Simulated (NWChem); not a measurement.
Atomisation of H3B

```
B
H 1 1.2044
H 1 1.2044 2 120.00
H 1 1.2044 2 120.00 3 180.00
```
Charge 0, spin multiplicity 1.

Everything below was run with NWChem. The geometry was optimised at B3LYP/def2-SVP, a minimum by its harmonic frequencies.

Basis set: def2-TZVP. The atomisation energy is electronic alone: no zero-point, thermal, spin-orbit or counterpoise terms. No value is extrapolated to the basis-set limit. Free atoms are single determinants with multiplicities B 2, H 2. Correlated methods freeze the same cores in atoms and molecule, 1 orbitals in all.

The correlated methods keep 1 core orbital frozen. B3LYP has NWChem's definition, with VWN1-RPA local correlation. The structure started from a generated list of species. No SCF solution was tested for a lower state. Open-shell Hartree-Fock references start from PBE0 orbitals.

### Question
Order these methods by the atomisation energy they give, lowest first: HF, B3LYP, LDA (SVWN5), TPSS, MP2, PBE0.

### Answer
HF (231.0 kcal/mol), MP2 (270.2 kcal/mol), PBE0 (278.8 kcal/mol), B3LYP (284.3 kcal/mol), TPSS (287.9 kcal/mol), LDA (SVWN5) (303.7 kcal/mol)
